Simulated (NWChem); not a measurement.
Molecule: C$_{2}$H$_{4}$F$_{2}$OSi; SMILES CC(=O)[SiH](F)F

```xyz
10

C     -1.3258     1.6365     0.0000
C      0.0913     1.1429     0.0000
O      1.0545     1.8779     0.0000
Si     0.4571    -0.7426     0.0000
F     -0.2375    -1.4161    -1.2957
F     -0.2375    -1.4161     1.2957
H     -1.3486     2.7350     0.0000
H     -1.8543     1.2421     0.8838
H     -1.8543     1.2421    -0.8838
H      1.9048    -1.0330     0.0000
```
Atoms are numbered in this order, from 1.

Computed with NWChem. Pople sets run with spherical d functions. Geometry: optimised at PBE0/def2-SVP. Total energies compare along this basis series because the functional is fixed.

| level | basis functions | energy (Ha) | highest occupied level (eV) | orbital gap (eV) | dipole (D) | relative time |
|---|---|---|---|---|---|---|
| B3LYP/STO-3G | 38 | -634.7672 | -3.22 | 5.32 | 0.79 | 1 |
| B3LYP/3-21G | 66 | -639.6607 | -6.76 | 5.19 | 1.11 | 1 |
| B3LYP/6-31G* | 96 | -643.1232 | -6.90 | 5.21 | 1.16 | 3 |
| B3LYP/6-31+G* | 120 | -643.1510 | -7.33 | 5.20 | 1.23 | 5 |
| B3LYP/6-311G** | 140 | -643.2618 | -7.19 | 5.21 | 1.09 | 5 |
| B3LYP/6-311++G** | 168 | -643.2738 | -7.40 | 5.17 | 1.19 | 10 |

Times are rough ratios from one shared machine.
